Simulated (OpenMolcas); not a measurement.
**Computed transition rates of Ne4+**

- Program: OpenMolcas
- Method: SS-CASPT2, IPEA 0.25 Eh, imaginary shift 0.1 Eh (closed shells correlated: 1s)
- Basis: ANO-RCC-VQZP [5s4p3d2f1g]
- Scalar Hamiltonian: DKH2, point nucleus
- Active space: 4 electrons in 8 orbitals (2s 2p 3s 3p)
- State averaging: 2S+1 = 3 even, 3 roots; 2S+1 = 1 even, 6 roots; 2S+1 = 5 odd, 1 root; 2S+1 = 3 odd, 9 roots; 2S+1 = 1 odd, 8 roots
- Spin-orbit coupling: RASSI with atomic mean-field integrals over the reference wave functions, term energies averaged over their components

Rates come from the transition moments of the reference wave functions (E1 and E2 in the length form). At fixed line strength A goes as λ^-3 for E1 and M1 and as λ^-5 for E2, so a rate at the computed wavelength can be rescaled to the measured one. Measured vacuum wavelengths follow from level energies in NIST levels in Podobedova, Fuhr, Reader and Wiese, J. Phys. Chem. Ref. Data 33, 525 (2004). Branching counts decays inside the model space alone, at computed energies, and the table is only a selection of the E1 lines, drawn from those between levels with measured partners whose computed energy lies within a factor of 1.5 of the measured one.

```tsv
Upper	Lower	Type	λ computed (nm)	λ measured (nm)	A computed (s-1)	A rescaled (s-1)	Branching %
2s 2p3 3D* 2	2s2 2p2 3P2	E1	57.52	57.21	3.29e+08	3.34e+08	22.6
2s 2p3 3D* 2	2s2 2p2 3P1	E1	57.28	56.98	1.13e+09	1.15e+09	77.4
2s 2p3 3P* 0	2s2 2p2 3P1	E1	48.16	48.13	4.19e+09	4.20e+09	100.0
2s 2p3 1D* 2	2s2 2p2 1D2	E1	41.55	41.62	1.10e+10	1.09e+10	100.0
```

The largest correction is for 2s 2p3 3D* 2 → 2s2 2p2 3P2 (E1): 3.29e+08 × (57.52 / 57.21)^3 = 3.34e+08 s-1, a factor of 1.02.

The computed rate and branching of 2s 2p3 3P* 0 → 2s2 2p2 3P1 give the upper level a radiative lifetime of 1.000 / 4.19e+09 s-1 = 2.39e-10 s, counting decays inside the model space alone. The rescaled rate gives about 2.4e-10 s.

No measured rate stands beside these. Rescaling mends the energy factor alone: line strengths can still be far off where a level mixes with configurations outside the active space, and weak or spin-changing lines hang on small mixing coefficients that depend on the term gaps too, so rescaling need not improve them.

Term energies are means over components that CASPT2 splits; among the terms shown or strongly mixed into the levels shown the widest spread is 14 cm-1 (2s 2p3 1D*). Active for correlation alone: 3p 3s; no level in the range computed is led by a configuration that fills them, so any true level of that kind is missing. Computed and measured levels are paired by configuration, term and J; levels that our copy of the source lacks, or whose pairing is in doubt (as where it misses far off the trend of its configuration), stay unpaired. Only configurations of the active space appear.

* marks odd parity.
